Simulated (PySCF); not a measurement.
**How methods differ on the excitation energy of Mn**

Mn [Ar] 3d5 4s2 (6S) → Mn [Ar] 3d7 (4F), as a difference of total energies. Calculation: PySCF 2.14, in aug-cc-pVDZ-DK (7s6p4d2f, 59 functions); the spin-free X2C one-electron Hamiltonian (Gaussian nucleus). Correlated levels: valence: [Ar] frozen. The calculations carry no spin-orbit coupling.

| method | excitation energy (cm⁻¹) |
| --- | --- |
| UHF | 72394 |
| LDA | 38103 |
| PBE | 36669 |
| PBE0 | 44639 |
| r2SCAN | 42965 |
| wB97X | 44587 |
| r2SCAN0 | 49126 |
| TPSSh | 39322 |
| wB97M-V | 44427 |
| MP2 (valence) | 52605 |
| SCS-MP2 (valence) | 52066 |

A first-order spin-orbit estimate (lowest level to lowest level, LS coupling) adds -0.053 eV.
